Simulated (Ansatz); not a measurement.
C$_{2}$H$_{6}$Sb, doublet, at a GFN2-xTB geometry (the spin is typed, not shown lowest) (core potentials on Sb). Base run: CAM-B3LYP/def2-SVP (Ansatz, a quantum-chemistry and plane-wave program).

Ansatz was given this input:
Ansatz 0.2 input:
```yaml
crystal:
  periodic: [false, false, false]
  atoms:
    - {symbol: Sb, position_ang: [0.27142244, -0.02924782, 0.31902923]}
    - {symbol: C, position_ang: [0.47776629, 0.26539580, -1.83488527]}
    - {symbol: H, position_ang: [1.52467652, 0.35027894, -2.09945736]}
    - {symbol: H, position_ang: [-0.03861369, 1.17178323, -2.13032096]}
    - {symbol: H, position_ang: [0.04476422, -0.57752684, -2.36162937]}
    - {symbol: C, position_ang: [-1.90478649, -0.11162358, 0.15756945]}
    - {symbol: H, position_ang: [-2.19177955, -0.93144149, -0.49127743]}
    - {symbol: H, position_ang: [-2.27515745, 0.81786858, -0.25996902]}
    - {symbol: H, position_ang: [-2.34431331, -0.26195687, 1.13605841]}
basis:
  gaussian:
    orbitals: def2-SVP
hamiltonian:
  xc: cam_b3lyp
magnetization: {spin_polarized: true, initial_magnetization: 1}
```

Each row names what was changed in the base input (with any setting that the change needs).

```
change                                       E (Eh)  <S^2>
---------------------------------------  ----------  -----
base                                     -319.91752  0.753
functional = wB97M-V                     -319.88365  0.753
functional = wB97X                       -320.00228  0.753
functional = BHLYP                       -319.86325  0.755
functional = lc_wpbe                     -319.96961  0.757
functional = SVWN5                       -318.84228  0.751
functional = B97M-V                      -319.97497  0.754
functional = blyp                        -319.87247  0.752
functional = hf                          -318.40892  0.765
functional = pbe0; dispersion = d3bjatm  -319.89637  0.754
functional = pbe0                        -319.89067  0.754
functional = blyp; dispersion = d3bj     -319.88684  0.752
functional = pbe0; dispersion = d4       -319.89581  0.754
```

Total energies compare only within one method and basis.
